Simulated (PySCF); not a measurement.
Al(Cl)(H)(OSiH3) (AlClH₄OSi), SMILES [SiH3][O][AlH][Cl]. Geometry optimised at B3LYP-D3(BJ)/def2-SVP. The values are those of a single conformer.

Computed equilibrium geometry at B3LYP-D3(BJ)/def2-SVP (PySCF confirms it by a frequency run) as bond lengths and angles, and its point group (one conformer of several):
point group Cs.
Atoms: Al1 Cl2 H3 O4 Si5 H6 H7 H8. Bonds (Å): Al1–Cl2 2.103, Al1–H3 1.563, Al1–O4 1.689, O4–Si5 1.656, Si5–H6 1.491, Si5–H7 1.492, Si5–H8 1.491. Angles (°): Cl2–Al1–H3 120.5, Cl2–Al1–O4 118.6, H3–Al1–O4 120.9, Al1–O4–Si5 168.0, O4–Si5–H6 109.6, O4–Si5–H7 110.6, O4–Si5–H8 109.6, H6–Si5–H7 108.9, H6–Si5–H8 109.1, H7–Si5–H8 108.9.
Charge 0, spin multiplicity 1.
